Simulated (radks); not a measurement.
Q: Species: Re68+. Configuration: [He] 2s2 2p3. Method: scalar-relativistic Kohn-Sham, SCAN, spin-polarised, spherical densities, finite nucleus; open shells are filled with parallel spins first (spin-orbit coupling, left out, can overturn this in heavy ions); meta-GGA in the generalised Kohn-Sham scheme; Fermi nuclear charge, rms radius 5.3698 fm; computed with a radial shooting solver on a logarithmic mesh with Libxc functionals. Some entries of the table are withheld. Estimate them.

orbital,occ.,eigenvalue (eV),<r> (bohr),<1/r> (bohr^-1)
1s up,1,(1),0.01800,88.85
1s down,1,(2),0.01798,88.92
2s up,1,-18955.60,0.07392,21.49
2s down,1,-18832.01,0.07414,21.39
2p up,3,(3),0.06572,19.37

A: 
(1) 1s up eigenvalue (eV): -79013.41
(2) 1s down eigenvalue (eV): -78935.55
(3) 2p up eigenvalue (eV): -17485.43
